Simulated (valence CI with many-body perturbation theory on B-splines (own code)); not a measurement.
**Rh¹⁴⁺: fill in the table**

Computed by valence CI with perturbative core correlation (CI+MBPT): three valence electrons over a frozen Dirac-Fock core [Ar] 3d10, radial functions for each j: 11 s, 11 p, 10 d, 8 f, 5 g, 2 h, with the one-electron correlation potential Σ1, the two-electron term Σ2, the three-electron term Σ3, Breit, model QED; selected CI, second order for the rest, scaled by the run's own slope (own B-spline code, finite nucleus).

No measured spectrum was set against this ion. As an estimate, levels hold to about 250 cm⁻¹ or 0.2 % of their energy and the worst to 1 %, as in measured heavy ions of charge 2 to 7; those with d or f electrons hold less well.

| Level | E (cm⁻¹) |
| --- | --- |
| 4s2 4p 2P°_1/2 | 0 |
| 4s2 4p 2P°_3/2 | ? |
| 4s 4p2 4P_1/2 | 245410 |
| 4s 4p2 4P_3/2 | 269470 |
| 4s 4p2 4P_5/2 | 287510 |
| 4s 4p2 2D_3/2 | 330710 |
| 4s 4p2 2D_5/2 | 344870 |
| 4s 4p2 2P_1/2 | ? |
| 4s 4p2 2S_1/2 | 411330 |
| 4s 4p2 2P_3/2 | 418810 |
| 4s2 4d 2D_3/2 | ? |
| 4s2 4d 2D_5/2 | 535760 |
| 4p3 4S°_3/2 [a] | 609770 |
| 4p3 4S°_3/2 [b] | ? |
| 4p3 2D°_5/2 | 640110 |
| 4p3 2P°_1/2 | 681790 |
| 4p3 2P°_3/2 | 707170 |
| 4s 4p 4d 4F°_3/2 | 723080 |
| 4s 4p 4d 4F°_5/2 | ? |
| 4s 4p 4d 4F°_7/2 | ? |

Names give the largest LS component (configuration and term), which can be under half, so a name can repeat, a term be missing and a line seem to break the LS rules; names also repeat where a configuration has a term twice. Letters in brackets count levels of one name in rising energy.

Task: The levels stand in rising order. What does the calculation give for the missing energies?

Result: 4s2 4p 2P°_3/2 45579; 4s 4p2 2P_1/2 366160; 4s2 4d 2D_3/2 528370; 4p3 4S°_3/2 [b] 636480; 4s 4p 4d 4F°_5/2 732150; 4s 4p 4d 4F°_7/2 746970.
